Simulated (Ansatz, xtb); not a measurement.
# B2FP: 3 structures ranked

3 gas-phase structures of B2FP, found in a search over its isomers (lower ones may exist). Each was relaxed with GFN2-xTB; where two conformers were screened, the lower at r2SCAN-D4/def2-SVP is listed:

A. `[B+]=[B-]=PF`, a singlet
B. `F[B+][B-]#P`, a singlet
C. a singlet given by its coordinates

C (Å):

```xyz
4

B    -3.1726    0.7105    0.1620
B    -1.0910    0.1152    1.9404
F    -0.0689    0.4183    2.6612
P    -2.3782   -0.5733    1.0755
```

Close contacts (Å): B1–P4 1.76, B2–F3 1.29, B2–P4 1.70.

**Question.** Make a reasoned guess at their ranking by r2SCAN-D4/def2-SVP single-point energy.

**Answer.** Calculated order at r2SCAN-D4/def2-SVP: B (0.0), C (43.1), A (134.2) kcal/mol.

Energies above the lowest of each column, in kcal/mol:

```tsv
structure	GFN2-xTB	HF/STO-3G	r2SCAN-D4/def2-SVP
B	0.0	0.0	0.0
C	54.6	32.5	43.1
A	74.9	145.5	134.2
```

Every level run on B puts it lowest or level with the lowest. Frequencies (PBE-D3(BJ)/def2-SVP) were run for B alone.

Programs: Ansatz 0.2.0, xtb 6.7.1.
